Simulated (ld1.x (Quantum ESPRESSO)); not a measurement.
## F: PAW pseudisation with PBE, scalar-relativistic reference atom.

The input file (ld1.x (Quantum ESPRESSO) 7.5):

```
&input
   title='F', zed=9., rel=1, dft='PBE', iswitch=3,
   config='[He] 2s2 2p5',
   nld=2, rlderiv=1.10, eminld=-4.0, emaxld=5.0, deld=0.02
 /
 &inputp
   pseudotype=3, lpaw=.true., tm=.true., lloc=-1, rcloc=0.70,
   nlcc=.true., new_core_ps=.true., rcore=0.55,
   which_augfun='BESSEL', rmatch_augfun=0.60,
   file_pseudopw='F.UPF', file_wfcaegen='ae.wfc', file_wfcncgen='nc.wfc', file_beta='beta', file_chi='chi', file_wfcusgen='us.wfc'
 /
4
2S  1  0   2.00   0.00  0.75  0.85  0.0
2S  1  0   0.00   1.20  0.75  0.85  0.0
2P  2  1   5.00   0.00  0.90  1.00  0.0
2P  2  1   0.00  -0.25  0.90  1.00  0.0
 &test
   configts(1)='2s2 2p5'
 /
```

Command:

```bash
ld1.x < F.in > F.out
```

Output (shortened: banner, matrices, multipoles, cross overlaps and the repeated all-electron block are left out):

```
Program LD1 v.7.5
     --------------------------- All-electron run ----------------------------

     F
     scalar relativistic calculation

     atomic number is  9.00
     dft =PBE   lsd =0 sic =0 latt =0  beta=0.20 tr2=1.0E-14
     Exchange-correlation= PBE
                           (   1   4   3   4   0   0   0)
     mesh =1105 r(mesh) =  99.76081 a.u. xmin = -7.00 dx = 0.01250
     1 Ry =  13.60569312 eV, c = 137.03599908

     n l     nl                  e(Ry)          e(Ha)          e(eV)
     1 0     1S 1( 2.00)       -48.7570       -24.3785      -663.3734
     2 0     2S 1( 2.00)        -2.1976        -1.0988       -29.8996
     2 1     2P 1( 5.00)        -0.8167        -0.4083       -11.1117

     final scf error:  6.3E-15 reached in  26 iterations

     Etot =    -199.489330 Ry,     -99.744665 Ha,   -2714.190600 eV

     Ekin =     199.322998 Ry,      99.661499 Ha,    2711.927538 eV
     Encl =    -477.724055 Ry,    -238.862027 Ha,   -6499.766885 eV
     Eh   =      99.339620 Ry,      49.669810 Ha,    1351.584389 eV
     Exc  =     -20.427893 Ry,     -10.213946 Ha,    -277.935642 eV

     normalization and overlap integrals

     s(1S/1S) =  1.000000  <r> =   0.1763  <r2> =    0.0420  r(max) =   0.1139
     s(2S/2S) =  1.000000  <r> =   1.0034  <r2> =    1.2282  r(max) =   0.7617
     s(2P/2P) =  1.000000  <r> =   1.1050  <r2> =    1.6384  r(max) =   0.7066

     ------------------------ End of All-electron run ------------------------

     --------------------- Generating PAW atomic setup --------------------

      Generating local potential from pseudized AE potential:
      Matching radius rcloc =   0.7000

      Local pseudo, rcloc= 0.707 Estimated cut-off energy=    48.44 Ry

      Computing core charge for nlcc:

       r > 0.55 : true rho core
      Core charge pseudized with two Bessel functions
      Integrated core pseudo-charge :   0.33
      Wfc-us  2S rcutus= 0.842  Estimated cut-off energy=    64.01 Ry
      Wfc-us  2S rcutus= 0.842  Estimated cut-off energy=    71.66 Ry
      Wfc-us  2P rcutus= 1.003  Estimated cut-off energy=    76.52 Ry
      Wfc-us  2P rcutus= 1.003  Estimated cut-off energy=    78.46 Ry

     Required augmentation: BESSEL   radius:    0.600000
     Suggested rho cutoff for augmentation: 151.02 Ry

     Estimated PAW energy =  -59.076593 Ryd

     ------------------- End of pseudopotential generation -------------------

     Computing logarithmic derivative in   1.10136
     Computing logarithmic derivative in   1.10136
     Computing the partial wave expansion
     R is outside the sphere for l=    0 j= 0.00
     R is outside the sphere for l=    0 j= 0.00
     R is outside the sphere for l=    1 j= 0.00
     R is outside the sphere for l=    1 j= 0.00

     ---------------------- Testing the pseudopotential ----------------------

     F
     scalar relativistic calculation

     atomic number is  9.00   valence charge is  7.00
     dft = SLA  PW   PBX  PBC   lsd =0 sic =0 latt =0  beta=0.20 tr2=1.0E-14
     mesh =1105 r(mesh) =  99.76081 xmin = -7.00 dx = 0.01250

     n l     nl             e AE (Ry)        e PS (Ry)    De AE-PS (Ry)
     1 0     2S   1( 2.00)       -2.19758       -2.19762        0.00004
     2 1     2P   1( 5.00)       -0.81670       -0.81671        0.00001

     eps = 2.3E-15  iter =  4

     Etot =    -199.489330 Ry,     -99.744665 Ha,   -2714.190600 eV
     Etotps =   -59.076730 Ry,     -29.538365 Ha,    -803.779863 eV

     Ekin =      50.391523 Ry,      25.195762 Ha,     685.611600 eV
     Encl =    -131.495683 Ry,     -65.747842 Ha,   -1789.089913 eV
     Ehrt =      42.455315 Ry,      21.227658 Ha,     577.633993 eV
     Ecxc =     -20.427886 Ry,     -10.213943 Ha,    -277.935543 eV
     (Ecc =      -0.578424 Ry,      -0.289212 Ha,      -7.869864 eV)

     ---------------------- End of pseudopotential test ----------------------
```

Generation and configuration tests took about 1.3 s on one core of a shared server CPU.

Transferability test of the new file with ld1.x, input:

```
&input
   title='F', zed=9., rel=1, dft='PBE', iswitch=2,
   config='[He] 2s2 2p5'
 /
 &test
   file_pseudo='F.UPF', nconf=8,
   configts(1)='2s2 2p5',
   configts(2)='2s2 2p4',
   configts(3)='2s2 2p3',
   configts(4)='2s2 2p2',
   configts(5)='2s2 2p5.3',
   configts(6)='2s2 2p4.5',
   configts(7)='2s1 2p5',
   configts(8)='2s1 2p6'
 /
```

```bash
ld1.x < F.test.in > F.test.out
```

Pseudopotential blocks of its output, shortened (energy terms left out):

```
     ---------------------- Testing the pseudopotential ----------------------

     n l     nl             e AE (Ry)        e PS (Ry)    De AE-PS (Ry)
     1 0     2S   1( 2.00)       -2.19758       -2.19762        0.00004
     2 1     2P   1( 5.00)       -0.81670       -0.81671        0.00001

     eps = 2.3E-15  iter =  4

     Etot =    -199.489330 Ry,     -99.744665 Ha,   -2714.190600 eV
     Etotps =   -59.076730 Ry,     -29.538365 Ha,    -803.779863 eV

     ---------------------- End of pseudopotential test ----------------------

          ---------------------- Testing the pseudopotential ----------------------

     n l     nl             e AE (Ry)        e PS (Ry)    De AE-PS (Ry)
     1 0     2S   1( 2.00)       -3.48292       -3.48299        0.00007
     2 1     2P   1( 4.00)       -2.08065       -2.08075        0.00010

     eps = 7.0E-15  iter = 26

     Etot =    -198.064175 Ry,     -99.032088 Ha,   -2694.800384 eV
     Etotps =   -57.651465 Ry,     -28.825732 Ha,    -784.388141 eV
     dEtot_ae =       1.425155 Ry
     dEtot_ps =       1.425265 Ry,   Delta E=      -0.000111 Ry

     ---------------------- End of pseudopotential test ----------------------

          ---------------------- Testing the pseudopotential ----------------------

     n l     nl             e AE (Ry)        e PS (Ry)    De AE-PS (Ry)
     1 0     2S   1( 2.00)       -4.99731       -4.99778        0.00047
     2 1     2P   1( 3.00)       -3.60167       -3.60229        0.00061

     eps = 1.6E-15  iter = 12

     Etot =    -195.242940 Ry,     -97.621470 Ha,   -2656.415526 eV
     Etotps =   -54.829815 Ry,     -27.414907 Ha,    -745.997631 eV
     dEtot_ae =       4.246390 Ry
     dEtot_ps =       4.246916 Ry,   Delta E=      -0.000526 Ry

     ---------------------- End of pseudopotential test ----------------------

          ---------------------- Testing the pseudopotential ----------------------

     n l     nl             e AE (Ry)        e PS (Ry)    De AE-PS (Ry)
     1 0     2S   1( 2.00)       -6.70364       -6.70513        0.00149
     2 1     2P   1( 2.00)       -5.34782       -5.34927        0.00146

     eps = 5.3E-16  iter =  9

     Etot =    -190.786158 Ry,     -95.393079 Ha,   -2595.777923 eV
     Etotps =   -50.371855 Ry,     -25.185927 Ha,    -685.343998 eV
     dEtot_ae =       8.703171 Ry
     dEtot_ps =       8.704875 Ry,   Delta E=      -0.001704 Ry

     ---------------------- End of pseudopotential test ----------------------

          ---------------------- Testing the pseudopotential ----------------------

     n l     nl             e AE (Ry)        e PS (Ry)    De AE-PS (Ry)
     1 0     2S   1( 2.00)       -1.86725       -1.86730        0.00005
     2 1     2P   1( 5.30)       -0.49676       -0.49678        0.00002

     eps = 4.5E-15  iter = 10

     Etot =    -199.685554 Ry,     -99.842777 Ha,   -2716.860368 eV
     Etotps =   -59.272976 Ry,     -29.636488 Ha,    -806.449925 eV
     dEtot_ae =      -0.196224 Ry
     dEtot_ps =      -0.196246 Ry,   Delta E=       0.000022 Ry

     ---------------------- End of pseudopotential test ----------------------

          ---------------------- Testing the pseudopotential ----------------------

     n l     nl             e AE (Ry)        e PS (Ry)    De AE-PS (Ry)
     1 0     2S   1( 2.00)       -2.80814       -2.80817        0.00003
     2 1     2P   1( 4.50)       -1.41356       -1.41358        0.00002

     eps = 6.7E-15  iter = 13

     Etot =    -198.934914 Ry,     -99.467457 Ha,   -2706.647396 eV
     Etotps =   -58.522273 Ry,     -29.261137 Ha,    -796.236089 eV
     dEtot_ae =       0.554415 Ry
     dEtot_ps =       0.554457 Ry,   Delta E=      -0.000042 Ry

     ---------------------- End of pseudopotential test ----------------------

          ---------------------- Testing the pseudopotential ----------------------

     n l     nl             e AE (Ry)        e PS (Ry)    De AE-PS (Ry)
     1 0     2S   1( 1.00)       -3.49542       -3.49449       -0.00093
     2 1     2P   1( 5.00)       -2.08974       -2.08969       -0.00005

     eps = 7.9E-15  iter = 14

     Etot =    -196.660171 Ry,     -98.330085 Ha,   -2675.697932 eV
     Etotps =   -56.247867 Ry,     -28.123933 Ha,    -765.291216 eV
     dEtot_ae =       2.829159 Ry
     dEtot_ps =       2.828863 Ry,   Delta E=       0.000296 Ry

     ---------------------- End of pseudopotential test ----------------------

          ---------------------- Testing the pseudopotential ----------------------

     n l     nl             e AE (Ry)        e PS (Ry)    De AE-PS (Ry)
     1 0     2S   1( 1.00)       -2.23280       -2.23206       -0.00075
     2 1     2P   1( 6.00)       -0.84819       -0.84817       -0.00003

     eps = 6.2E-15  iter = 10

     Etot =    -198.106554 Ry,     -99.053277 Ha,   -2695.376983 eV
     Etotps =   -57.694254 Ry,     -28.847127 Ha,    -784.970320 eV
     dEtot_ae =       1.382775 Ry
     dEtot_ps =       1.382476 Ry,   Delta E=       0.000299 Ry

     ---------------------- End of pseudopotential test ----------------------
```
